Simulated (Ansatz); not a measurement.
Species: C2HCl3, charge 0, singlet. C2HCl3 (1,1,2-trichloroethene, SMILES ClC=C(Cl)Cl).
B3LYP-D3(BJ)/def2-TZVP minimum from Ansatz (an electronic-structure program):
```
C
C 1 1.3292
H 2 1.0787 1 120.82
Cl 1 1.7162 2 124.31 3 -180.00
Cl 2 1.7170 3 115.14 1 180.00
Cl 1 1.7297 2 120.07 3 0.00
```

Quantity: atomisation energy (electronic, to ground-state atoms), in kcal/mol. Open shells are spin-unrestricted; no spin-orbit coupling. CBS(X,Y): correlation extrapolated as X^-3, Hartree-Fock from the larger set (Q,5: extrapolated as (X+1)exp(-9√X)). A bracket is a step between two methods taken in the basis named. The functionals are non-relativistic, so their misses hold any scalar relativity. Double hybrids freeze cores in their MP2 part. '+ core + X2C': CCSD(T) terms for core correlation (cc-pwCVTZ, 1s frozen past Ne) and scalar relativity (cc-pVTZ-DK). For partners of very few electrons the exact lower level stands in for a higher one. The restricted determinant of C2HCl3 (ClC=C(Cl)Cl, singlet) is unstable towards broken spin symmetry in at least one set run.

CCSD(T)/CBS(cc-pV(Q+d)Z,cc-pV(5+d)Z) + [CCSDT(Q) - CCSD(T)]/cc-pV(D+d)Z + core + X2C (Ansatz) gives 499.0 kcal/mol.

Q: What does PBE/def2-TZVPD (Ansatz) give here, and how do the other levels compare?

A: PBE gives 522.1 kcal/mol, 23.1 kcal/mol above it. Differences of the others: r2SCAN/def2-TZVPD (Ansatz) 3.8; B3LYP/def2-TZVPD (Ansatz) -15.0; wB97M-V/def2-TZVPD (Ansatz) 0.4; B2PLYP/def2-TZVPD (Ansatz) -11.8; CCSD(T)/CBS(cc-pV(Q+d)Z,cc-pV(5+d)Z) + core + X2C (Ansatz) -0.7 kcal/mol. Nearer than PBE: r2SCAN/def2-TZVPD, B3LYP/def2-TZVPD, wB97M-V/def2-TZVPD, B2PLYP/def2-TZVPD, CCSD(T)/CBS(cc-pV(Q+d)Z,cc-pV(5+d)Z) + core + X2C.
